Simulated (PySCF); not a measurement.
**Potassium: a sound run and one with changed settings**

Sound run: K²⁺ [Ne] 3s2 3p5, K³⁺ [Ne] 3s2 3p4. Calculation: PySCF 2.14, in x2c-SVPall; scalar relativity by spin-free X2C-1e. In the sound run the correlated levels freeze [Ne] 3s2. The sound run starts from symmetry-adapted Hartree-Fock orbitals and uses a fine grid where one is needed.

A second run was set up differently.

```csv
species,method,sound run (hartree),changed run (hartree),converged
K²⁺,UHF,-600.05251,-600.05251,yes
K²⁺,r2SCAN,-600.72354,-600.72354,yes
K²⁺,PBE0,-600.58914,-600.58914,yes
K²⁺,MP2,-600.07651,-600.07113,yes
K²⁺,CCSD(T),-600.08000,-600.08000,yes
K³⁺,UHF,-598.32836,-598.32836,yes
K³⁺,r2SCAN,-598.94568,-598.94568,yes
K³⁺,PBE0,-598.81336,-598.81336,yes
K³⁺,MP2,-598.34101,-598.33836,yes
K³⁺,CCSD(T),-598.34319,-598.34319,yes
```

Ionisation energy of K²⁺:

| method | sound run (eV) | changed run (eV) |
| --- | --- | --- |
| UHF | 46.917 | 46.917 |
| r2SCAN | 48.378 | 48.378 |
| PBE0 | 48.321 | 48.321 |
| MP2 | 47.225 | 47.151 |
| SCS-MP2 | 47.231 | 47.157 |
| CCSD | 47.261 | 47.261 |
| CCSD(T) | 47.261 | 47.261 |

**Question.** What was changed?
A. level shift left on
B. radial grid too coarse
C. minimal basis
D. all electrons correlated in a valence basis

**Answer.** A. It used initial guess atom, at most 50 SCF cycles, level shift 0.5 hartree. A level shift leaves the converged SCF energy unchanged but raises the virtual orbital energies, which shrinks MP2 if it is not removed.
